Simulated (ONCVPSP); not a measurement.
# lutetium (Lu): ONCV pseudisation with PW91, non-relativistic reference atom.

```json
{
  "Element": "Lu",
  "Generator": "ONCVPSP 4.0.1",
  "Type": "optimised norm-conserving Vanderbilt (ONCV)",
  "Functional": "PW91",
  "Relativity": "non-relativistic",
  "Frozen core": "[Kr] 4d10",
  "Valence charge": "25",
  "Reference configuration": "4f14 5s2 5p6 5d1 6s1 (charge +1)",
  "Partial waves": "5s+6s: rc 2.00 bohr, ncon 4, nbas 8, qcut 5.4 1/bohr, 2 projectors; 5p: rc 2.00 bohr, ncon 4, nbas 8, qcut 6.4 1/bohr, 2 projectors, debl 0.7 Ha; 5d: rc 2.20 bohr, ncon 4, nbas 7, qcut 5 1/bohr, 2 projectors, debl 2.9 Ha; 4f: rc 0.80 bohr, ncon 5, nbas 9, qcut 19.3 1/bohr, 1 projector",
  "Local potential": "polynomial inside 0.75 bohr (lpopt 5, dvloc0 0 Ha)",
  "Core correction": "none"
}
```

In the p channel the program set the typed energies aside and used -1.345, 0.250 Ha.

Calculated quality:

```
Cutoffs needed           : 235 Ha and 506 Ha (the cutoffs (Ha) at which the residual kinetic energy of the hardest occupied pseudo-wave falls to 1 and 0.1 mHa per electron)
Ghost test               : ghosts flagged at negative energy: s at -424.7 eV, p at -81.3 eV; GHOST(+) flagged for d at 256.7 eV; a true bound ghost makes a file unfit for plane-wave use
Largest excitation error : -65 meV (all-electron minus pseudo) for 4f14 5s1 5p6 5d1 6s2, out of 4 test configurations
```

Generation and tests took about 7.5 s on one core of a shared server CPU.
